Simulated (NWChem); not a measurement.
System: HSeSI; SMILES S[Se]I

```xyz
4

Se     0.7258    -1.0282     0.0037
I     -0.1184     1.3856     0.0064
S     -1.0692    -2.2596     0.0513
H     -1.2943    -2.3242    -1.2844
```
Atoms are numbered in this order, from 1.

Computed with NWChem. The geometry was optimised at PBE0/def2-SVP. def2 effective core potentials on I; no spin-orbit coupling.

Predict the results for LRC-wPBEh/def2-SVP. Quantities: highest occupied level (eV); orbital gap (eV); dipole (D).


```json
{
  "highest occupied level (eV)": "-8.60",
  "orbital gap (eV)": "7.28",
  "dipole (D)": "1.35"
}
```
